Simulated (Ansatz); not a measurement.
Reaction (substitution at a C–Si bond): `FCC[SiH2]Cl` + HI → `FCCI` + `[SiH3]Cl`

Program: Ansatz. Geometries: PBE0-D4/def2-TZVP. ΔE: electronic, gas phase. CCSD(T)/CBS is the MP2 limit (def2-TZVPP, def2-QZVPP) plus CCSD(T) − MP2 in def2-TZVPP, frozen cores. This one scheme is used for every species. DFT in def2-TZVPP. Elements past krypton have def2 core potentials. For I outer-core shells are correlated without core-valence functions, which leaves a few kJ/mol of doubt a bond. One conformer a species, not always the lowest.

| species | ωB97X-V energy (Eh) |
| --- | --- |
| `FCC[SiH2]Cl` | -929.34087 |
| HI | -298.29356 |
| `FCCI` | -476.17352 |
| `[SiH3]Cl` | -751.44310 |

(1) Work out ΔE.

Largest T1 diagnostic among the species: 0.010.

## Answers

(1) ΔE = (-476.17352) + (-751.44310) − (-929.34087) − (-298.29356) = 0.01781 Eh = +11.2 kcal/mol. CCSD(T)/CBS gives +9.4 kcal/mol.

From PBE to PBE0 (25 % exact exchange), in def2-TZVPP and without D4, ΔE moves by +0.8 kcal/mol. The D4 term adds +1.0 kcal/mol with B3LYP and +0.6 kcal/mol with PBE0; it sums over pairs of atoms, weighted by their polarisabilities, and B3LYP, whose exchange is more repulsive, gets the larger term.

B3LYP here is the variant with VWN-RPA as its local correlation; programs differ in this.
